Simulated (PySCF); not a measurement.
# Electron correlation in Kr²³⁺ (krypton, charge +23)

[Ne] 3s2 3p1, 2P determinant. All numbers are calculated (PySCF 2.14, the non-relativistic Hamiltonian (point nucleus), in an uncontracted even-tempered set (17 s from 2.2 bohr⁻², ratio 2.5; 11 p from 2.9 bohr⁻², ratio 2.5; 5 d from 13 bohr⁻², ratio 2.7; 4 f from 20 bohr⁻², ratio 2.7)). Frozen: 1s2; 11 electrons correlated; the 18 highest virtual orbitals of each spin left out.

| level | correlation energy (mhartree) |
| --- | --- |
| CCSD | -476.22 |
| (T) | -2.22 |
| CCSD(T) | -478.44 |

Diagnostics: T1 = 0.0018, D1 = 0.0078, largest double amplitude 0.087.

Spin-orbit coupling, absent here, splits the open shell strongly.

Cost of the coupled-cluster step: of the order of 20 core-seconds, for 11 correlated electrons.

At this charge a non-relativistic calculation is a model, useful for the Z dependence of the correlation energy.
